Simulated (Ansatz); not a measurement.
Reaction (redistribution): `CO[Si]Br` + `[SH][Hf]([SH])([Cl])[Cl]` → `S[Si]Br` + `C[O][Hf]([SH])([Cl])[Cl]`

Gas-phase electronic energies from Ansatz, PBE0-D4/def2-TZVP geometries. CBS: MP2 limit from def2 TZ/QZ plus the TZ coupled-cluster correction, frozen cores. Functionals use def2-TZVPP. Elements past krypton have def2 core potentials. For Br, Hf outer-core shells are correlated without core-valence functions, which leaves a few kJ/mol of doubt a bond. Scalar relativity is left out up to krypton. Each species was taken in one conformer, which may not be the lowest.

`CO[Si]Br`:

Z-matrix (Å, degrees):
```
C
O 1 1.412
H 1 1.091 2 108.7
H 1 1.091 2 108.8 3 118.5
H 1 1.092 2 111.1 3 -120.8
Si 2 1.621 1 138.1 3 121.4
Br 6 2.297 2 103.3 1 0.0
```

`[SH][Hf]([SH])([Cl])[Cl]`:

```xyz
7

S     1.402   -0.903    1.661
Hf    0.286    0.302   -0.105
S    -1.121   -1.346   -1.178
Cl    1.873    1.114   -1.599
Cl   -1.059    2.002    0.752
H     0.301   -0.767    2.430
H    -1.682   -0.401   -1.961
```

`S[Si]Br`:

Z-matrix (Å, degrees):
```
S
Si 1 2.132
H 1 1.347 2 93.1
Br 2 2.258 1 97.0 3 -180.0
```

`C[O][Hf]([SH])([Cl])[Cl]`:

```xyz
10

C    -0.483    0.071    1.802
O    -0.030   -0.052    0.487
Hf    0.744   -0.342   -1.197
S    -0.644    0.858   -2.807
Cl    2.934    0.498   -1.226
Cl    0.758   -2.636   -1.687
H     0.285    0.543    2.420
H    -1.386    0.686    1.827
H    -0.714   -0.916    2.212
H    -1.465    1.290   -1.831
```

| species | r2SCAN energy (Eh) |
| --- | --- |
| `CO[Si]Br` | -2978.79076 |
| `[SH][Hf]([SH])([Cl])[Cl]` | -1766.24721 |
| `S[Si]Br` | -3262.44301 |
| `C[O][Hf]([SH])([Cl])[Cl]` | -1482.60208 |

Task: Work out ΔE.

Result: ΔE = (-3262.44301) + (-1482.60208) − (-2978.79076) − (-1766.24721) = -0.00712 Eh = -0.19 eV. CCSD(T)/CBS gives -0.17 eV.

Largest T1 diagnostic among the species: 0.015.

Leaving LDA and LC-ωPBE aside and taking each functional with its dispersion term where it has one, the values, not all of them listed here, spread over 0.08 eV, from revPBE-D4 to BHLYP-D4. LDA lies +0.07 eV from PBE without D4. The D4 term adds +0.03 eV with B3LYP and +0.02 eV with PBE0; it sums over pairs of atoms, weighted by their polarisabilities, and B3LYP, whose exchange is more repulsive, gets the larger term. From BLYP to BHLYP (50 % exact exchange), in def2-TZVPP and without D4, ΔE moves by +0.04 eV.

B3LYP here is the variant with VWN-RPA as its local correlation; programs differ in this.
